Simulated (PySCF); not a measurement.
An excited-state job on `NB(N)B(Cl)Cl`.

Computed with TDDFT PBE0/def2-SVPD, vertical, gas phase, core orbitals frozen in the response (PySCF 2.14.0, density-fitted response routines). Geometry: GFN2-xTB. The input is one job of a driver script: a line of settings, then coordinates in Å.

Command:
```bash
OMP_NUM_THREADS=1 python probes_run.py task.json out
```

Input:
```
{"job": {"kind": "uv", "xc": "PBE0", "basis": "def2-SVPD", "nstates": 6, "ntriplets": 2}, "charge": 0, "multiplicity": 1}
N     -1.101342    -0.475294     0.881509
B     -0.142986     0.059020     0.003963
N     -0.502838     1.140236    -0.817963
B      1.418910    -0.586480    -0.061833
Cl     2.640763     0.032801    -1.119002
Cl     1.923892    -1.917057     0.922043
H     -2.042229    -0.131085     0.965880
H     -0.906670    -1.246353     1.493913
H      0.135039     1.562859    -1.467499
H     -1.413656     1.566008    -0.823538
```

Problem. Estimate the output.

Solution. 
```
coarse grid: 10024 points
cycle   1  E = -1081.1459446200  dE =  6.943e-01  |g| = 4.891e-01  |ddm| = 5.403e+00
cycle   2  E = -1081.1196683911  dE =  2.628e-02  |g| = 6.103e-01  |ddm| = 1.528e+00
cycle   3  E = -1081.2036975487  dE = -8.403e-02  |g| = 6.089e-02  |ddm| = 8.347e-01
cycle   4  E = -1081.2046029922  dE = -9.054e-04  |g| = 1.493e-02  |ddm| = 1.146e-01
cycle   5  E = -1081.2046577106  dE = -5.472e-05  |g| = 4.519e-03  |ddm| = 5.613e-02
cycle   6  E = -1081.2046632921  dE = -5.581e-06  |g| = 1.117e-03  |ddm| = 2.036e-02
final grid: 89384 points
cycle   7  E = -1081.3074133605  dE = -1.872e-05  |g| = 7.756e-03  |ddm| = 1.063e-01
cycle   8  E = -1081.3074037278  dE =  9.633e-06  |g| = 1.022e-02  |ddm| = 2.803e-02
cycle   9  E = -1081.3074274970  dE = -2.377e-05  |g| = 4.484e-04  |ddm| = 1.734e-02
cycle  10  E = -1081.3074275513  dE = -5.436e-08  |g| = 8.438e-05  |ddm| = 1.634e-03
cycle  11  E = -1081.3074275529  dE = -1.620e-09  |g| = 2.818e-05  |ddm| = 2.355e-04
cycle  12  E = -1081.3074275531  dE = -1.378e-10  |g| = 1.711e-05  |ddm| = 8.982e-05
converged SCF energy = -1081.3074275531

Static polarisability (au): isotropic 72.432, principal 51.802 79.536 85.958

Singlet excitations
state   eV       nm        f      main configurations
  1   4.4580    278.1   0.02906   H->L 0.99
  2   4.9454    250.7   0.00108   H-1->L 0.99
  3   5.4695    226.7   0.00000   H-2->L 1.00
  4   6.1334    202.1   0.00000   H->L+1 0.93
  5   6.4078    193.5   0.15579   H-3->L 0.99
  6   6.5809    188.4   0.11528   H-4->L 0.96

Triplet excitations (Tamm-Dancoff, eV): 3.8224 4.0746
```

The SCF starts on a coarse grid where the log names one; the energy can jump when the final grid takes over, and dE then counts from the start density on the new grid. H and L stand for HOMO and LUMO; the number after each pair is its weight.

Problem. Give the mean polarisability as a volume in Å³, and the ratio of the largest to the smallest principal value.

Solution. 72.432 au × 0.148185 = 10.73 Å³; 85.958/51.802 = 1.66.

Problem. How does the lowest singlet excitation compare with the HOMO–LUMO gap?

Solution. HOMO -7.21 eV and LUMO -1.80 eV give a gap of 5.41 eV; S1 at 4.46 eV lies 0.95 eV below it.

Main results: HOMO -7.21 eV, LUMO -1.80 eV; lowest singlet 4.46 eV; lowest triplet 3.82 eV (Tamm–Dancoff); mean polarisability 72.4 au.

Problem. How long does this job take on Arm Neoverse V1, one thread, on a shared host? And the peak memory of the process?

Solution. About 18 s, with 0.75 GiB resident at the peak, the Python interpreter and its libraries included.
Labels such as C1 count atoms from 1, the log's own numbers from 0.
